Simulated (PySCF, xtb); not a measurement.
C2H2F2, SMILES F/C=C/F.

GFN2-xTB (xtb 6.7.1) at its own geometry gives an orbital gap of 5.17 eV and a dipole moment of 0.00 D.

Geometry optimised at TPSSh-D3(BJ)/def2-SVP.

**Question.** What does PBE0/def2-TZVPD (PySCF) give? (The exact figures need the calculation; the answer reports its results.)

**Answer.** gap 7.61 eV (levels -7.59 and 0.02 eV), dipole 0.00 D.
